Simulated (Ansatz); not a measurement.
The cluster NbS₄, relaxed as a quartet with UKS PBE0-D4/def2-SVP in Ansatz, starting from the PBE0-D4/def2-SVP geometry of the neutral doublet. Force threshold 0.02 eV/Å.

In the def2 sets Nb takes a core potential; there is no spin–orbit coupling. The relaxation made no stability test and no search for a lower SCF solution. At PBE0-D4/def2-SVP a doublet of charge 0 lies 1.60 eV below the quartet, each at its own geometry. The structure comes from a short search, and lower isomers may exist.

Start:

```tsv
atom	x (Å)	y (Å)	z (Å)
Nb1	-0.7020	0.0102	0.6081
S2	-0.2836	1.0529	-1.4757
S3	1.1641	-1.3985	0.2362
S4	-0.3465	1.3549	2.2332
S5	0.1679	-1.0194	-1.6019
```

Q: Estimate the energy that the relaxation releases and the steps that it takes.

A: 1.08 eV, in 7 steps; 20 s on 4 threads of Arm Neoverse V2 on a shared host. No frequencies were taken in this run, so the end may be a saddle point.

Q: Does the start keep its bonding and symmetry?

A: By distances, no bond broke or formed. The bond that changes most is Nb1–S5, from 2.59 to 3.09 Å (atoms count from 1). Point group Cs at the start, C2v at the end, both within 0.05 Å.

Q: Predict the relaxed structure.

A: 
```xyz
5

Nb   -0.210    0.452    0.825
S    -0.524    0.780   -1.699
S     0.939   -1.699    0.032
S    -0.671    1.462    2.661
S     0.466   -0.996   -1.820
```
Bond lengths: 3 × Nb–S 2.15 to 2.56 Å; 2 × S–S 2.04 Å.
